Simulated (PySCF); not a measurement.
# Electron correlation in Sb⁺ (antimony, charge +1)

[Kr] 4d10 5s2 5p2, high-spin 3P determinant. All numbers are calculated (PySCF 2.14, the spin-free X2C one-electron Hamiltonian (Gaussian nucleus), in x2c-TZVPPall with one added diffuse shell each of s, p, d, f type (9s7p5d3f, 76 functions)). Frozen: [Ar] 3d10; 22 electrons correlated.

MP2 pair energies summed by pair of shells (mhartree):

```
 pair   energy  share (%)
4d-4d  -153.60       40.6
4d-5s   -56.42       14.9
4p-4d   -47.05       12.4
4d-5p   -32.67        8.6
5s-5p   -27.46        7.3
4p-4p   -15.15        4.0
5s-5s   -13.04        3.4
4s-4d    -9.95        2.6
4s-4p    -6.99        1.8
4p-5s    -6.80        1.8
5p-5p    -4.29        1.1
4p-5p    -2.93        0.8
4s-4s    -1.32        0.3
4s-5s    -0.56        0.1
4s-5p    -0.28        0.1
```

Total MP2 correlation energy: -378.50 mhartree.

Same-spin part -133.67 and opposite-spin part -244.83 mhartree; SCS-MP2 scales them by 1/3 and 6/5 to -338.35 mhartree.

This basis was not built for core-valence correlation, so the inner-shell part is incomplete.
